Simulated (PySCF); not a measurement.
Species: C7H11N.
SMILES with atom numbers: `[CH2:1]=[N:2][C@@H:3]1[CH2:4][C@@:5]12[CH2:6][C@H:7]2[CH3:8]` (hydrogens: H9, H10 on C1; H11 on C3; H12, H13 on C4; H14, H15 on C6; H16 on C7; H17, H18, H19 on C8)

The same species was optimised twice, with GFN2-xTB and with PBE0-D3(BJ)/def2-SVP (PySCF), and the same property calculations (PySCF, gas phase) were run on both structures.

| coordinate | GFN2-xTB | PBE0-D3(BJ)/def2-SVP | change |
| --- | --- | --- | --- |
| N2–C3 (Å) | 1.399 | 1.411 | +0.012 |
| C1=N2 (Å) | 1.254 | 1.265 | +0.011 |
| C3–C5 (Å) | 1.492 | 1.486 | -0.006 |
| C6–C7 (Å) | 1.516 | 1.519 | +0.003 |
| C4–C5 (Å) | 1.471 | 1.468 | -0.003 |
| C7–C8 (Å) | 1.508 | 1.505 | -0.003 |
| C5–C7 (Å) | 1.479 | 1.477 | -0.002 |
| C5–C6 (Å) | 1.481 | 1.479 | -0.002 |
| C3–C4 (Å) | 1.526 | 1.526 | 0.000 |
| C3–C5–C7 (°) | 137.0 | 135.0 | -2.0 |
| C1–N2–C3 (°) | 120.8 | 118.9 | -1.9 |
| C4–C5–C6 (°) | 138.4 | 139.4 | +1.0 |
| C6–C7–C8 (°) | 120.2 | 120.7 | +0.5 |
| C3–C5–C6 (°) | 135.6 | 136.0 | +0.4 |
| N2–C3–C4 (°) | 116.4 | 116.7 | +0.3 |
| C5–C7–C8 (°) | 120.2 | 120.5 | +0.3 |
| C6–C5–C7 (°) | 61.6 | 61.8 | +0.2 |
| C1–N2–C3–C4 (°) | -148 | -146 | +2 |

Rotational constants: A = 3145, B = 1668, C = 1261 MHz (GFN2-xTB) against A = 3134, B = 1684, C = 1269 MHz (PBE0-D3(BJ)/def2-SVP). Point groups within 0.08 Å: C1 and C1.

On the GFN2-xTB structure: isotropic polarisability (au) 89.2 [CAM-B3LYP/def2-SVPD]; HOMO (eV) -8.59 [CAM-B3LYP/def2-SVPD]; LUMO (eV) 0.84 [CAM-B3LYP/def2-SVPD]; dipole (D) 1.16 [CAM-B3LYP/def2-SVPD]; HOMO (eV) -7.18 [PBE0/pcSseg-1]; LUMO (eV) -0.14 [PBE0/pcSseg-1]; dipole (D) 1.10 [PBE0/pcSseg-1]; GIAO shielding of C1 (ppm) 35.4 [PBE0/pcSseg-1]; GIAO shielding of N2 (ppm) -148.5 [PBE0/pcSseg-1]; GIAO shielding of C3 (ppm) 132.6 [PBE0/pcSseg-1]; GIAO shielding of C4 (ppm) 164.3 [PBE0/pcSseg-1]; GIAO shielding of C5 (ppm) 159.5 [PBE0/pcSseg-1]; GIAO shielding of C6 (ppm) 170.3 [PBE0/pcSseg-1]; GIAO shielding of C7 (ppm) 168.3 [PBE0/pcSseg-1]; GIAO shielding of C8 (ppm) 167.4 [PBE0/pcSseg-1].

Task: What do these properties become on the PBE0-D3(BJ)/def2-SVP structure?

Result: 
| property | level | on GFN2-xTB | on PBE0-D3(BJ)/def2-SVP | change |
| --- | --- | --- | --- | --- |
| isotropic polarisability (au) | CAM-B3LYP/def2-SVPD | 89.2 | 90.2 | +1.0 |
| HOMO (eV) | CAM-B3LYP/def2-SVPD | -8.59 | -8.60 | -0.01 |
| LUMO (eV) | CAM-B3LYP/def2-SVPD | 0.84 | 0.77 | -0.07 |
| dipole (D) | CAM-B3LYP/def2-SVPD | 1.16 | 1.21 | +0.05 |
| energy, GFN2-xTB geometry as zero (kcal/mol) | CAM-B3LYP/def2-SVPD | 0.0 | -0.8 | -0.8 |
| HOMO (eV) | PBE0/pcSseg-1 | -7.18 | -7.25 | -0.07 |
| LUMO (eV) | PBE0/pcSseg-1 | -0.14 | -0.22 | -0.08 |
| dipole (D) | PBE0/pcSseg-1 | 1.10 | 1.14 | +0.04 |
| energy, GFN2-xTB geometry as zero (kcal/mol) | PBE0/pcSseg-1 | 0.0 | -0.6 | -0.6 |
| GIAO shielding of C1 (ppm) | PBE0/pcSseg-1 | 35.4 | 31.3 | -4.1 |
| GIAO shielding of N2 (ppm) | PBE0/pcSseg-1 | -148.5 | -152.7 | -4.2 |
| GIAO shielding of C3 (ppm) | PBE0/pcSseg-1 | 132.6 | 130.5 | -2.1 |
| GIAO shielding of C4 (ppm) | PBE0/pcSseg-1 | 164.3 | 162.9 | -1.4 |
| GIAO shielding of C5 (ppm) | PBE0/pcSseg-1 | 159.5 | 159.7 | +0.2 |
| GIAO shielding of C6 (ppm) | PBE0/pcSseg-1 | 170.3 | 168.0 | -2.3 |
| GIAO shielding of C7 (ppm) | PBE0/pcSseg-1 | 168.3 | 167.6 | -0.7 |
| GIAO shielding of C8 (ppm) | PBE0/pcSseg-1 | 167.4 | 165.2 | -2.2 |

The heavy atoms differ by 0.022 Å rms after alignment. Among bonds between heavy atoms C1=N2 and N2–C3 change most and about equally (+0.011 to +0.012 Å). Changes are differences of the printed values. Neither structure is proved a minimum here.

The values belong to the conformer `[CH2:1]=[N:2][C@@H:3]1[CH2:4][C@@:5]12[CH2:6][C@H:7]2[CH3:8]`: C1–N2–C3–C4 -146°.
